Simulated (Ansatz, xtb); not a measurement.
**BClFH2NO: which of two isomers lies lower**

We compare X, `F[B@-]1(Cl)[NH2+]O1`, a singlet, with Y, `ONB(F)Cl`, a singlet. Both are isolated molecules in the gas phase, relaxed with r2SCAN-D4/def2-SVP; each stands in its lowest conformer found.

Problem. Which of the two would you expect CCSD(T)/def2-SVP + ΔMP2/def2-TZVPP electronic energies to favour?

Solution. Structure X; the calculation gives E(Y) − E(X) = +0.044 eV.

How the difference moves with the method:

```json
{"level": "GFN2-xTB", "geometry": "GFN2-xTB", "E(Y) − E(X) (eV)": "−0.325", "departure from the last row (eV)": "−0.369", "job, with rough time for the two": "optimisation, 0.18 s"}
{"level": "HF/STO-3G", "geometry": "GFN2-xTB", "E(Y) − E(X) (eV)": "+0.316", "departure from the last row (eV)": "+0.272", "job, with rough time for the two": "single point, 0.26 s"}
{"level": "r2SCAN-D4/def2-SVP//GFN2-xTB", "geometry": "GFN2-xTB", "E(Y) − E(X) (eV)": "+0.136", "departure from the last row (eV)": "+0.092", "job, with rough time for the two": "single point, 2 s"}
{"level": "r2SCAN-D4/def2-SVP", "geometry": "r2SCAN-D4/def2-SVP", "E(Y) − E(X) (eV)": "+0.075", "departure from the last row (eV)": "+0.031", "job, with rough time for the two": "optimisation, 55 s"}
{"level": "HF/def2-SVP", "geometry": "r2SCAN-D4/def2-SVP", "E(Y) − E(X) (eV)": "−0.148", "departure from the last row (eV)": "−0.192", "job, with rough time for the two": "part of the CCSD(T) run"}
{"level": "MP2/def2-SVP", "geometry": "r2SCAN-D4/def2-SVP", "E(Y) − E(X) (eV)": "+0.091", "departure from the last row (eV)": "+0.047", "job, with rough time for the two": "part of the CCSD(T) run"}
{"level": "CCSD(T)/def2-SVP", "geometry": "r2SCAN-D4/def2-SVP", "E(Y) − E(X) (eV)": "+0.057", "departure from the last row (eV)": "+0.013", "job, with rough time for the two": "single point"}
{"level": "CCSD(T)/def2-SVP + ΔMP2/def2-TZVPP", "geometry": "r2SCAN-D4/def2-SVP", "E(Y) − E(X) (eV)": "+0.044", "departure from the last row (eV)": "", "job, with rough time for the two": "single point, 14 s"}
```

As drawn, Y has 1 O–H in place of 1 B–O, 1 N–H. Structure X has a 3-membered ring, Y no ring.

GFN2-xTB, HF/def2-SVP put the two in the other order. The largest departure from CCSD(T)/def2-SVP + ΔMP2/def2-TZVPP is that of GFN2-xTB, 0.369 eV. The last row adds to CCSD(T) the change of the MP2 difference between the two basis sets, here −0.013 eV.

With harmonic frequencies from r2SCAN-D4/def2-SVP (ideal gas, rigid rotor, one conformer each, 298.15 K, 1 atm): on the last row, ΔE + ΔZPE = +0.035, ΔH = +0.053, ΔG = +0.012 eV. In free energy the two are nearly level.

The correlated steps freeze 9 core orbitals. Programs: Ansatz 0.2.0, xtb 6.7.1; the last row on 1 thread of Intel(R) Xeon(R) 6975P-C (Granite Rapids) on a shared host.
